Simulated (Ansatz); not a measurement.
Computed with frozen-core CCSD(T)/cc-pVTZ // PBE0-D4/def2-TZVP run with Ansatz (a first-principles code).

Ansatz 0.2 input:
```yaml
crystal:
  periodic: [false, false, false]
  atoms:
    - { symbol: O, position_ang: [0.043303, 0.039033, 1.947241] }
    - { symbol: B, position_ang: [0.053772, 0.016924, 0.593706] }
    - { symbol: Si, position_ang: [-1.672749, -0.196997, -0.471721] }
    - { symbol: Si, position_ang: [1.854717, 0.204245, -0.332027] }
    - { symbol: H, position_ang: [-0.831019, -0.054286, 2.339765] }
    - { symbol: H, position_ang: [-2.85419, -0.324719, 0.436476] }
    - { symbol: H, position_ang: [-1.618635, -1.411105, -1.332848] }
    - { symbol: H, position_ang: [-1.896848, 0.978993, -1.358001] }
    - { symbol: H, position_ang: [2.999047, 0.370197, 0.605756] }
    - { symbol: H, position_ang: [2.103002, -1.000008, -1.176384] }
    - { symbol: H, position_ang: [1.819602, 1.377723, -1.251964] }
basis:
  gaussian: { orbitals: cc-pVTZ }
correlation:
  method: ccsd_t
```

Output:

```
Functional definition: HF
1299 factors; integrals over basis functions are off by at most 1.4e-3 eV
mean field evaluation 1: about -18542.9043 eV, gradient 3.4e1 eV
mean field evaluation 2: about -18543.1241 eV, gradient 3.4e1 eV
mean field evaluation 4: about -18546.3434 eV, gradient 4.0e0 eV
mean field evaluation 8: about -18546.4278 eV, gradient 1.6e-1 eV
mean field evaluation 16: about -18545.2519 eV, gradient 2.2e1 eV
mean field -18546.42794599 eV, -681.5686557946 hartree, gradient 3.0e-6 eV, S^2 0.000000; 0 other end points of the search recorded, 0 dependent functions left out
12 core orbitals not correlated
reference -18546.42794599 eV, -681.5686557946 hartree; 12, 12 occupied and 202, 202 virtual orbitals, 1299 factors
second order -16.22838345 eV of doubles, -0.00000000 eV of singles
cycle   1  -17.15976885 eV  change   -9.3e-1 eV  update   1.0e-1
cycle   2  -17.69160471 eV  change   -5.3e-1 eV  update   3.3e-2
cycle   3  -17.80707988 eV  change   -1.2e-1 eV  update   1.9e-2
cycle   4  -17.79406045 eV  change    1.3e-2 eV  update   5.2e-3
cycle   5  -17.79325734 eV  change    8.0e-4 eV  update   2.2e-3
cycle   6  -17.79332934 eV  change   -7.2e-5 eV  update   6.3e-4
cycle   7  -17.79297640 eV  change    3.5e-4 eV  update   2.1e-4
cycle   8  -17.79303434 eV  change   -5.8e-5 eV  update   8.0e-5
cycle   9  -17.79308209 eV  change   -4.8e-5 eV  update   2.6e-5
cycle  10  -17.79307060 eV  change    1.1e-5 eV  update   1.0e-5
perturbative correction -0.64396717 eV, -0.0236653570 hartree
Total energy: -18564.86498375 eV, -682.2462044355 hartree
```

Cost: around 2.3 core-minutes (rough).
